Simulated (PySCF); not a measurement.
An unknown is described by computed data only.

Elements present: C, H and O. Monoisotopic mass: 140.0473 u.

* Valence photoelectron: vertical ionisation energy: 8.01 eV [ΔSCF B3LYP/def2-SVPD]
* Rotational structure: rotational constants A, B, C: 4.165, 0.734, 0.629 GHz [PBE0-D3(BJ)/def2-SVP]
* NMR, other nuclei: isotropic shieldings of nuclei other than C and H, by class: -122 (1 O), 35 (1 O), 76 (1 O) ppm [GIAO PBE/pcSseg-1]
* 13C NMR: chemical shifts (computed TMS as zero) by class: 162.0 (1 C), 154.2 (1 C), 140.9 (1 C), 111.3 (1 C), 95.7 (1 C), 21.7 (1 C), 14.8 (1 C) ppm [GIAO PBE/pcSseg-1]
* 1H NMR: chemical shifts (computed TMS as zero) by class: 6.49 (1 H), 5.93 (1 H), 2.22 (3 H), 2.11 (3 H) ppm [GIAO PBE/pcSseg-1]
* Polarisability: 96.0 au [B3LYP/def2-SVPD]
* Triplet: lowest triplet excitation (Tamm–Dancoff): 3.70 eV [TDA B3LYP/def2-SVPD]
* UV, first state: lowest singlet excitation: 4.74 eV (262 nm, f = 0.244) [TDDFT B3LYP/def2-SVPD]
* Dipole: 1.58 D [B3LYP/def2-SVPD]

The electronic properties come from PySCF, for the isolated species, density fitting. Levels stand in brackets. One conformer (not necessarily the lowest) at the PBE0-D3(BJ)/def2-SVP geometry, without solvent, vibrations or thermal averaging. Each NMR value is the plain mean over a class of atoms that symmetry, rotation or inversion makes alike.

Q: Which formula fits the mass and the elements?

A: C7H8O3 (calculated 140.0473). No other formula that holds each of these elements comes within 0.0003 u with a fitting electron parity and a possible valence count.

Q: Propose a structure and show how it fits.

A: Numbering: `[CH3:1][C:2](=[O:3])[O:4][c:5]1[cH:6][cH:7][c:8]([CH3:9])[o:10]1`. Its formula, C7H8O3, gives 4 degrees of unsaturation: 1 ring and 3 π bonds in the structure found (Kekulé form). 7 carbons fall into 7 classes; from least to most shielded: ester carbonyl carbon [C2] (162.0 ppm), aromatic carbon bearing oxygen [C5] (154.2 ppm), substituted aromatic carbon [C8] (140.9 ppm), aromatic CH carbon [C7] (111.3 ppm), aromatic CH carbon [C6] (95.7 ppm), methyl carbon next to a carbonyl [C1] (21.7 ppm), benzylic-type carbon [C9] (14.8 ppm). Hydrogen classes from least to most shielded: 1 H on an aromatic CH carbon, C6 (6.49 ppm), 1 H on an aromatic CH carbon, C7 (5.93 ppm), 3 H on a benzylic-type carbon, C9 (2.22 ppm), 3 H on a methyl carbon next to a carbonyl, C1 (2.11 ppm, a mean of values up to 0.6 ppm apart in this geometry). The other shieldings belong to: -122 ppm, ester carbonyl oxygen [O3]; 35 ppm, furan-type oxygen [O10]; 76 ppm, ester single-bonded oxygen [O4]. S1 is mainly HOMO→LUMO (weight 0.98); the largest Löwdin shares of the orbital it empties are 0.23 on the substituted aromatic carbon, 0.20 on the aromatic carbon bearing oxygen, 0.15 on an aromatic CH carbon and 0.14 on an aromatic CH carbon, of the orbital it fills 0.31 on the ester carbonyl carbon, 0.25 on the ester carbonyl oxygen, 0.08 on the ester single-bonded oxygen and 0.07 on the methyl carbon next to a carbonyl. By its constants the optimised geometry is an asymmetric top. Structure: `CC(=O)Oc1ccc(C)o1`. Computed isomers that give other values at the same levels: `CC#CCC(=O)OC(C)=O` (rotational constant A: 1.807 GHz; this holds for the one conformer computed); `CC(=O)O[C@@H]1C=CC(=O)C1` (rotational constant A: 3.960 GHz; this holds for the one conformer computed); `COC(=O)c1occc1C` (rotational constant A: 2.545 GHz; this holds for the one conformer computed). The assignments are read from this structure; whether some other isomer fits the data as well wasn't checked.

Conformer computed: `[CH3:1][C:2](=[O:3])[O:4][c:5]1[cH:6][cH:7][c:8]([CH3:9])[o:10]1`: C1–C2–O4–C5 -179°, C2–O4–C5–C6 -1°.
